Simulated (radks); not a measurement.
The numbers below are computed, except where a source is named.
Neutral oxygen inside a hard spherical wall (all orbitals vanish at R), configuration held at [He] 2s2 2p4 and not refilled when levels cross. Level of theory: non-relativistic Kohn-Sham, PBEsol, spin-polarised, spherical densities, point nucleus; open shells are filled with parallel spins first (a radial shooting solver on a logarithmic mesh with Libxc functionals). Eigenvalues in eV for spin up, with the zero of energy where the potential of the charges vanishes at infinity; a dash marks a level that is unbound or too diffuse for the functional's potential to be trusted. A positive occupied level is held by the wall or, in an anion where self-interaction has pushed it up, behind a barrier. The pressure on the wall is -dE/dV.

| R (bohr) | E (hartree) | kinetic (hartree) | e(1s) | e(2s) | e(2p) | e(3s, empty) | e(3p, empty) | pressure (GPa) |
|---|---|---|---|---|---|---|---|---|
| free | -74.74918 | 74.514 | -512.48 | -25.006 | -10.187 | - | - | 0 |
| 20 | -74.74918 | 74.514 | -512.48 | -25.006 | -10.187 | - | - | < 0.0001 |
| 15 | -74.74918 | 74.514 | -512.48 | -25.006 | -10.187 | - | - | < 0.0001 |
| 10 | -74.74918 | 74.514 | -512.48 | -25.005 | -10.187 | 0.305 | 1.829 | < 0.0001 |
| 8 | -74.74913 | 74.514 | -512.47 | -24.999 | -10.181 | 0.958 | 3.003 | 0.00293 |
| 6 | -74.74794 | 74.524 | -512.35 | -24.910 | -10.090 | 3.118 | 6.188 | 0.131 |
| 5 | -74.74272 | 74.561 | -511.99 | -24.663 | -9.826 | 6.114 | 10.048 | 1.02 |
| 2.5 | -74.08901 | 77.315 | -496.98 | -14.905 | 1.224 | 61.772 | 65.274 | 522 |
| 1.5 | -68.17598 | 93.155 | -443.97 | 35.496 | 50.467 | 271.36 | 240.64 | 17500 |
